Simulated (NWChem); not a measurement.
System: MoNH2S2Cl; SMILES [NH]=[Mo](=[S])([SH])[Cl]

Excerpt of the output:

```
             Northwest Computational Chemistry Package (NWChem) 7.3.0
             --------------------------------------------------------

 C1  symmetry detected

                             Geometry "geometry" -> ""
                             -------------------------

 Output coordinates in angstroms (scale by  1.889725989 to convert to a.u.)

  No.       Tag          Charge          X              Y              Z
 ---- ---------------- ---------- -------------- -------------- --------------
    1 Mo                  42.0000     0.02411684     0.06058086    -0.25615459
    2 N                    7.0000     0.01909758    -0.11741410    -1.97707282
    3 H                    1.0000     0.12657737    -0.17162696    -2.98259642
    4 S                   16.0000     2.01020856    -0.02525079     0.56578656
    5 Cl                  17.0000    -0.96846889     1.81495774     0.50732786
    6 S                   16.0000    -1.03192993    -1.88281097     0.51109287
    7 H                    1.0000    -0.46165483    -1.87616397     1.72595442

 Effective nuclear repulsion energy (a.u.)     794.4490773059

                                Z-matrix (autoz)
                                --------

 Units are Angstrom for bonds and degrees for angles

[...]

      ----------------------
      Optimization converged
      ----------------------

  Step       Energy      Delta E   Gmax     Grms     Xrms     Xmax
  ---- ---------------- -------- -------- -------- -------- --------
@   13   -1379.94199990  6.3D-08  0.00010  0.00003  0.00054  0.00136
                                     ok       ok       ok       ok

                                Z-matrix (autoz)
                                --------

 Units are Angstrom for bonds and degrees for angles

      Type          Name      I     J     K     L     M      Value     Gradient
      ----------- --------  ----- ----- ----- ----- ----- ---------- ----------
    1 Stretch                  1     2                       1.70354   -0.00010
    2 Stretch                  1     4                       2.10543    0.00006
    3 Stretch                  1     5                       2.27514   -0.00004
    4 Stretch                  1     6                       2.31539    0.00001
    5 Stretch                  2     3                       1.02081   -0.00004
    6 Stretch                  6     7                       1.35568    0.00004
    7 Bend                     1     2     3               154.08733    0.00001
    8 Bend                     1     6     7                95.12707    0.00000
    9 Bend                     2     1     4               109.55209    0.00000
   10 Bend                     2     1     5               109.71291   -0.00000
   11 Bend                     2     1     6               101.87339   -0.00000
   12 Bend                     4     1     5               110.99889    0.00000
   13 Bend                     4     1     6               109.52839    0.00000
   14 Bend                     5     1     6               114.75048   -0.00000
   15 Torsion                  2     1     6     7         165.18195    0.00000
   16 Torsion                  3     2     1     4          -1.98802   -0.00000
   17 Torsion                  3     2     1     5         120.09861    0.00000
   18 Torsion                  3     2     1     6        -117.91031   -0.00000
   19 Torsion                  4     1     6     7          49.24236    0.00000
   20 Torsion                  5     1     6     7         -76.36261   -0.00000

                         Geometry "geometry" -> "geometry"
                         ---------------------------------

 Output coordinates in angstroms (scale by  1.889725989 to convert to a.u.)

  No.       Tag          Charge          X              Y              Z
 ---- ---------------- ---------- -------------- -------------- --------------
    1 Mo                  42.0000     0.01973767     0.01260069    -0.21356496
    2 N                    7.0000    -0.09559159    -0.10731165    -1.90896420
    3 H                    1.0000     0.28731295    -0.17200982    -2.85302077
    4 S                   16.0000     2.04601553    -0.00675945     0.35796131
    5 Cl                  17.0000    -1.00849684     1.91519998     0.49292188
    6 S                   16.0000    -0.99692513    -1.95102914     0.47315617
    7 H                    1.0000    -0.53410588    -1.88841879     1.74584844

 Effective nuclear repulsion energy (a.u.)     790.0502604640

                Final and change from initial internal coordinates
                --------------------------------------------------

                                Z-matrix (autoz)
                                --------

 Units are Angstrom for bonds and degrees for angles

[...]
```

Level: PBE0/def2-SVP with def2 effective core potentials on Mo. No frequency run checked for a minimum. def2 effective core potentials on Mo; no spin-orbit coupling.

Question: Write an input that gives this output.

Answer: One answer among several that fit: the input that was run:
```
start job
memory heap 200 mb stack 900 mb global 1100 mb
geometry units angstroms
  Mo     0.158524    -0.117517    -0.162063
  N      0.895232    -1.229010    -1.264384
  H      1.430241    -1.857725    -1.850943
  S      1.159117    -0.074582     1.741745
  Cl    -0.061686     1.903998    -0.876874
  S     -1.935120    -1.068631     0.276927
  H     -2.103457    -0.480070     1.471249
end
basis spherical
  * library def2-svp
end
ecp
  Mo library def2-ecp
end
dft
  xc pbe0
  iterations 150
end
driver
  maxiter 120
end
task dft optimize
```
